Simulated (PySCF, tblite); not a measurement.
Species: C₆H₁₀F₃OP.
Z-matrix (Å and degrees, GFN2-xTB geometry), rows numbered from 1:
```
C 
C   1  1.3196
C   2  1.4931  1  124.49
P   3  1.8382  2  105.93  1   112.92
O   4  1.4619  3  114.30  2   -63.87
C   4  1.8518  3  105.22  2   172.46
C   6  1.5214  4  109.08  3   160.85
C   7  1.5103  6  109.97  4    73.87
F   8  1.3372  7  112.82  6  -174.38
F   8  1.3421  7  112.08  6   -53.47
F   8  1.3460  7  112.14  6    65.58
H   1  1.0773  2  121.73  3     1.54
H   1  1.0761  2  121.76  3  -178.39
H   2  1.0835  1  120.38  3   177.98
H   3  1.0914  2  111.30  1  -127.36
H   3  1.0922  2  111.07  1    -4.49
H   4  1.3890  3  102.17  2    61.11
H   6  1.0902  4  111.95  3   -75.05
H   6  1.0940  4  106.19  3    43.40
H   7  1.0918  6  112.35  4  -165.86
H   7  1.0940  6  109.31  4   -43.83
```

Method: PBE0/pcSseg-1 in PySCF (dipole) on a GFN2-xTB geometry, gas phase.

Take the most abundant isotopes and a rigid rotor. The values belong to one conformer with, in the numbering `[CH2:1]=[CH:2][CH2:3][P@H:4](=[O:5])[CH2:6][CH2:7][C:8]([F:9])([F:10])[F:11]`, C1–C2–C3–P4 113°, C2–C3–P4–O5 -64°, C3–P4–C6–C7 161°, P4–C6–C7–C8 74°.

(1) Give the principal moments of inertia and the rotational constants in MHz.

(2) What kind of rotor is it?

(3) What does the inertial defect say?

(4) Give the coordinates in the principal-axis frame, origin at the centre of mass.

(5) Where do the levels up to J = 4 lie, in MHz?

(6) Which types of transition are allowed, and where do some lines up to J = 3 fall?

## Answers

(1) Ia = 194.33, Ib = 1187.38, Ic = 1221.59 u·Å²; 505379 MHz·u·Å²/I gives A = 2601, B = 425.6, C = 413.7 MHz.

(2) A near-prolate asymmetric top; Ray's κ = -0.989.

(3) Not planar: Δ = Ic − Ia − Ib = -160.11 u·Å². For a rigid frame Δ = −2 Σ m c², so Σ m c² = 80.06 u·Å² lies off the ab plane: 15.86 from hydrogen and 64.20 from heavier atoms. The atom farthest from that plane is 1.75 Å away.

(4) The sense of each axis is arbitrary; atoms in the order of the calculation.
| atom | mass (u) | a (Å) | b (Å) | c (Å) |
| --- | --- | --- | --- | --- |
| C1 | 12.000 | 4.611 | -0.484 | 0.087 |
| C2 | 12.000 | 3.576 | 0.087 | 0.672 |
| C3 | 12.000 | 2.583 | 0.957 | -0.026 |
| P4 | 30.974 | 0.996 | 0.029 | -0.005 |
| O5 | 15.995 | 1.023 | -1.226 | -0.754 |
| C6 | 12.000 | -0.267 | 1.213 | -0.662 |
| C7 | 12.000 | -1.486 | 0.430 | -1.129 |
| C8 | 12.000 | -2.270 | -0.064 | 0.063 |
| F9 | 18.998 | -3.288 | -0.860 | -0.280 |
| F10 | 18.998 | -1.502 | -0.754 | 0.921 |
| F11 | 18.998 | -2.803 | 0.947 | 0.774 |
| H12 | 1.008 | 4.825 | -0.334 | -0.959 |
| H13 | 1.008 | 5.286 | -1.124 | 0.628 |
| H14 | 1.008 | 3.377 | -0.085 | 1.724 |
| H15 | 1.008 | 2.466 | 1.914 | 0.486 |
| H16 | 1.008 | 2.870 | 1.123 | -1.067 |
| H17 | 1.008 | 0.752 | -0.102 | 1.356 |
| H18 | 1.008 | -0.534 | 1.973 | 0.072 |
| H19 | 1.008 | 0.194 | 1.705 | -1.523 |
| H20 | 1.008 | -2.155 | 1.034 | -1.746 |
| H21 | 1.008 | -1.157 | -0.448 | -1.692 |

(5) Above 0(0,0):
J = 1: 1(0,1) 839, 1(1,1) 3014, 1(1,0) 3026
J = 2: 2(0,2) 2518, 2(1,2) 4681, 2(1,1) 4717, 2(2,1) 11242, 2(2,0) 11242
J = 3: 3(0,3) 5036, 3(1,3) 7181, 3(1,2) 7253, 3(2,2) 13760, 3(2,1) 13760, 3(3,1) 24665, 3(3,0) 24665
J = 4: 4(0,4) 8393, 4(1,4) 10515, 4(1,3) 10634, 4(2,3) 17117, 4(2,2) 17118, 4(3,2) 28022, 4(3,1) 28022, 4(4,1) 43289, 4(4,0) 43289
The levels of one J sum to (2J + 1)J(J + 1)(A + B + C)/3.

(6) The dipole components are |μa| = 1.26 D, |μb| = 4.00 D, |μc| = 0.22 D. The squared components, which scale the intensities, stand as 0.10 : 1.00 : 0.00 (a : b : c). Some lines, for components of 0.1 D or more:

| type | branch | J(Ka,Kc) | MHz | lower level (cm⁻¹) |
| --- | --- | --- | --- | --- |
| b | R | 3(0,3) ← 2(1,2) | 355 | 0.156 |
| a | R | 1(0,1) ← 0(0,0) | 839 | 0.000 |
| a | R | 2(1,2) ← 1(1,1) | 1667 | 0.101 |
| a | R | 2(0,2) ← 1(0,1) | 1679 | 0.028 |
| c | Q | 2(1,2) ← 2(0,2) | 2163 | 0.084 |
| c | Q | 1(1,1) ← 1(0,1) | 2175 | 0.028 |
| b | Q | 3(1,2) ← 3(0,3) | 2217 | 0.168 |
| a | R | 3(0,3) ← 2(0,2) | 2518 | 0.084 |
| a | R | 3(2,2) ← 2(2,1) | 2518 | 0.375 |
| a | R | 3(2,1) ← 2(2,0) | 2518 | 0.375 |
| a | R | 3(1,2) ← 2(1,1) | 2536 | 0.157 |
| c | R | 1(1,0) ← 0(0,0) | 3026 | 0.000 |
| b | R | 2(1,2) ← 1(0,1) | 3842 | 0.028 |
| c | R | 2(1,1) ← 1(0,1) | 3878 | 0.028 |
| c | R | 3(1,2) ← 2(0,2) | 4735 | 0.084 |
| c | Q | 3(2,2) ← 3(1,2) | 6507 | 0.242 |
| b | Q | 3(2,1) ← 3(1,2) | 6507 | 0.242 |
| c | Q | 2(2,1) ← 2(1,1) | 6525 | 0.157 |
| b | Q | 2(2,0) ← 2(1,1) | 6525 | 0.157 |
| c | R | 2(2,1) ← 1(1,1) | 8228 | 0.101 |
| c | R | 3(2,1) ← 2(1,1) | 9043 | 0.157 |
| c | R | 3(2,2) ← 2(1,2) | 9079 | 0.156 |
| b | R | 3(2,1) ← 2(1,2) | 9079 | 0.156 |
| c | Q | 3(3,1) ← 3(2,1) | 10905 | 0.459 |
| b | Q | 3(3,1) ← 3(2,2) | 10905 | 0.459 |
| c | R | 3(3,0) ← 2(2,0) | 13423 | 0.375 |
| b | R | 3(3,0) ← 2(2,1) | 13423 | 0.375 |

Its GFN2-xTB frequencies are all real (lowest 31 cm⁻¹). These are rigid-rotor constants of the computed structure; measured ground-state constants (B0) also hold zero-point vibration.

The run took about 90 s of CPU time (one thread, shared machine). This is the PBE0/pcSseg-1 job that gave the dipole, with the shieldings it also computed.
